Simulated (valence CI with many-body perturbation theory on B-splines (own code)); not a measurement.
# Energy levels of Cs LI

Method: relativistic CI+MBPT: three valence electrons over a frozen Dirac-Fock core [He], radial functions for each j: 11 s, 11 p, 9 d, 7 f, 5 g, 2 h, 1 i, with the one-electron correlation potential Σ1 (screened to all orders), the two-electron term Σ2, the three-electron term Σ3, Breit, model QED; selected single and double excitations, second order for the rest (own B-spline code, finite nucleus).

The last digits are not significant, and no measured levels were compared; by estimate large intervals hold to a few tenths of a per cent, small ones and those within an open d or f shell to about a per cent.

Levels 91 to 102 of 102, with energies above the lowest level, (2s^2 2p1/2) J=1/2. "Leading %" is the weight of the configuration and term that name the level; weights of strongly mixed levels are sums over their largest components and can fall short. In the jj column 3d3/2^4 stands for four electrons in 3d with j = 3/2. Lifetimes count E1, E2, E3, M1 and M2 decay at the calculated energies, and are blank where another channel may lead or the interval is too uncertain; long ones can be off by a factor of two.

| No. | Configuration | Term | J | E (Ry) | Leading % | Lifetime | Second component | Leading jj |
| --- | --- | --- | --- | --- | --- | --- | --- | --- |
| 91 | 2p²3p | ²P° | 1/2 | 462.99 | 86 | 7.42 fs | 8 % 2p²3p ⁴D° | 2p1/2 2p3/2 3p3/2 (99 %) |
| 92 | 2p²3d | ²G | 7/2 | 463.42 | 48 | 449 fs | 27 % 2p²3d ⁴F | 2p1/2 2p3/2 3d3/2 (95 %) |
| 93 | 2p²3d | ²F | 5/2 | 464.29 | 32 | 2.03 fs | 31 % 2p²3d ²D | 2p1/2 2p3/2 3d3/2 (86 %) |
| 94 | 2p²3d | ⁴D | 7/2 | 464.60 | 47 | 61.4 fs | 35 % 2p²3d ⁴F | 2p1/2 2p3/2 3d5/2 (99 %) |
| 95 | 2p²3d | ²D | 3/2 | 464.65 | 46 | 2.12 fs | 23 % 2p²3d ²P | 2p1/2 2p3/2 3d3/2 (89 %) |
| 96 | 2p²3d | ⁴P | 1/2 | 465.22 | 37 | 1.65 fs | 32 % 2p²3d ²P | 2p1/2 2p3/2 3d3/2 (99 %) |
| 97 | 2p²3d | ⁴P | 3/2 | 465.73 | 37 | 2.27 fs | 36 % 2p²3d ²P | 2p1/2 2p3/2 3d5/2 (88 %) |
| 98 | 2p²3d | ²G | 9/2 | 465.75 | 62 | 546 fs | 38 % 2p²3d ⁴F | 2p1/2 2p3/2 3d5/2 (100 %) |
| 99 | 2p²3d | ²F | 5/2 | 465.83 | 40 | 2.12 fs | 28 % 2p²3d ⁴D | 2p1/2 2p3/2 3d5/2 (89 %) |
| 100 | 2p²3d | ²D | 5/2 | 466.88 | 60 | 1.46 fs | 23 % 2p²3d ⁴P | 2p1/2 2p3/2 3d5/2 (95 %) |
| 101 | 2p²3d | ²F | 7/2 | 467.27 | 66 | 1.44 fs | 17 % 2p²3d ²G | 2p1/2 2p3/2 3d5/2 (96 %) |
| 102 | 2p²3d | ²D | 3/2 | 467.55 | 59 | 2.14 fs | 29 % 2p²3d ²P | 2p1/2 2p3/2 3d5/2 (99 %) |
